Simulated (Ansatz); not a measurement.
The cluster Au3⁻. The state is a quintet with charge -1. Geometry PBE0-D4/def2-TZVPD; atoms count from 1.

```xyz
3

Au    0.0000    0.0000    0.0000
Au    0.3720   -2.3970   -1.3536
Au   -0.3720    2.3970    1.3536
```

In the def2 sets Au takes a core potential; there is no spin–orbit coupling. The highest occupied level of the charge -1 quintet lies above zero (up to 1.11 eV). The electron is either unbound and held by the finite basis, or the level is raised by self-interaction error. At PBE0-D4/def2-TZVPD a singlet of charge -1 lies 5.91 eV below the quintet, each at its own geometry. The structure comes from a short search, and lower isomers may exist.

(1) Estimate the Mulliken populations from the PBE0/def2-TZVPD orbitals of Ansatz.

(2) Where does the spin sit?

(3) And the Mayer bond orders between heavy atoms (over 0.3)?

## Answers

(1) 
```
atom  charge (e)  spin (α − β)  d electrons
 Au1       -0.40          1.48         9.79
 Au2       -0.30          1.26         9.93
 Au3       -0.30          1.26         9.93
```
Mulliken values depend strongly on the basis. With diffuse functions, as here, like atoms can get unlike values, and bond orders can come out too low or too high.

(2) Summed by element: Au 4.00, of 4 unpaired in all. Largest on single atoms: Au1 1.48, Au2 1.26, Au3 1.26.

(3) Au1–Au2 0.72 (2.78 Å); Au1–Au3 0.72 (2.78 Å).
